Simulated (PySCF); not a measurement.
Computed structure and properties of [Bi(BH4)2]+

System: [Bi(BH4)2]+ (singlet); start: template (C2). Method: PySCF 2.14.0, RKS PBE0, Bi def2-SVP with ECP60, B def2-SVP, H def2-SVP; non-relativistic Hamiltonian with scalar-relativistic core potentials where named; density fitting; no spin-orbit coupling.

Input of the relaxation:

```python
mol = gto.M(atom='''
Bi    -0.00000     0.00000    -0.11934
B      2.12220     0.00000     0.83036
H      3.21750     0.00000     1.32056
H      1.40210    -0.83350     1.42126
H      2.20760    -0.30510    -0.37874
H      1.61790     1.13860     0.93896
B     -2.12220     0.00000     0.83036
H     -3.21750     0.00000     1.32056
H     -1.40210     0.83350     1.42126
H     -2.20760     0.30510    -0.37874
H     -1.61790    -1.13860     0.93896''',
    basis={'Bi': 'def2-SVP', 'B': 'def2-SVP', 'H': 'def2-SVP'},
    ecp={'Bi': 'def2-SVP'},
    charge=1, spin=0)
mf = dft.RKS(mol, xc='PBE0')
mf.grids.atom_grid = (50, 194)
mf = mf.density_fit()  # fitting sets: Bi def2-universal-JKFIT, B def2-universal-JKFIT, H def2-universal-JKFIT
mf.conv_tol = 1e-08; mf.max_cycle = 55
mf.kernel(dm0)  # dm0: converged density of the start geometry
# quasi-Newton relaxation in Cartesian coordinates to a largest gradient under 0.00045 Eh/bohr, steps kept in the point group
```

Run from Python with OMP_NUM_THREADS=2; the lines above give its settings. Where DIIS fails, smearing, a level shift and second-order steps follow.
It took 52 s on 2 threads of Arm Neoverse V1 (shared host), from the converged density of the start.

Course of the relaxation:

| step | energy above end (eV) | largest force component within the symmetry (eV/Å) |
| --- | --- | --- |
| 0 | 0.6252 | 0.762 |
| 1 | 0.4779 | 0.509 |
| 2 | 0.3282 | 0.575 |
| 3 | 0.2623 | 0.596 |
| 4 | 0.1792 | 0.352 |
| 5 | 0.1154 | 0.257 |
| 6 | 0.0722 | 0.300 |
| 7 | 0.0493 | 0.328 |
| 13 | 0.0025 | 0.084 |
| 14 | 0.0011 | 0.060 |
| 15 | 0.0005 | 0.024 |
| 16 | 0.0002 | 0.019 |
| 17 | 0.0001 | 0.023 |
| 18 | 0.0000 | 0.014 |
(The steps between are left out.)

Relaxed geometry (C2):

```xyz
11

Bi    0.0000    0.0000   -0.4994
B     2.0060   -0.0502    0.8365
H     2.2651   -0.0266    2.0159
H     1.1405   -1.0413    0.8424
H     2.8056   -0.2019   -0.0544
H     1.3538    1.0648    0.6821
B    -2.0060    0.0502    0.8365
H    -2.2651    0.0266    2.0159
H    -1.1405    1.0413    0.8424
H    -2.8056    0.2019   -0.0544
H    -1.3538   -1.0648    0.6821
```

```tsv
contact	Å
Bi1–H4 (BH4)	2.046
Bi1–H9 (BH4)	2.046
```

On the finer grid (75, 302):

| Property | Result |
| --- | --- |
| HOMO | -14.20 eV |
| LUMO | -8.84 eV |
| Dipole about the centre of mass | 0.22 D |
| Set of Mulliken populations of Bi1 outside the core potential | s 3.97, p 7.93, d 10.22 |
| D3(BJ) dispersion energy (not in the energies) | -0.202 eV |

| atom | Mulliken (e) | Löwdin (e) | spin (e) |
| --- | --- | --- | --- |
| Bi1 | 0.89 | 1.17 | 0.00 |
| B2 | -0.34 | -0.33 | 0.00 |
| H3 | 0.16 | 0.06 | 0.00 |
| H4 | 0.06 | 0.09 | 0.00 |
| H5 | 0.13 | 0.03 | 0.00 |
| H6 | 0.05 | 0.08 | 0.00 |
| B7 | -0.34 | -0.33 | 0.00 |
| H8 | 0.16 | 0.06 | 0.00 |
| H9 | 0.06 | 0.09 | 0.00 |
| H10 | 0.13 | 0.03 | 0.00 |
| H11 | 0.05 | 0.08 | 0.00 |

On the grid (50, 194), as all that follows. Harmonic modes: a minimum; lowest 103 cm⁻¹ (negative: unstable), highest 2699 cm⁻¹, zero-point energy 2.017 eV.

Taking off one BH4 (charge -1, singlet; the rest: singlet) in vacuum, both parts rigid, costs 14.65 eV; the small basis without counterpoise inflates it. Most of it is the attraction of opposite charges; other ways to part are cheaper, and one spin state was tried for the rest.

Rigid scan of BH4 along the line from its metal:

| distance to B2 (Å) | energy (eV) |
| --- | --- |
| 2.11 | 0.916 |
| 2.21 | 0.361 |
| 2.31 | 0.080 |
| 2.41 | 0.000 |
| 2.51 | 0.064 |
| 2.61 | 0.227 |
| 2.81 | 0.731 |
| 3.11 | 1.637 |
| 3.51 | 2.722 |
| 4.01 | 3.660 |

One start shape was tried, so this needn't be the lowest isomer.
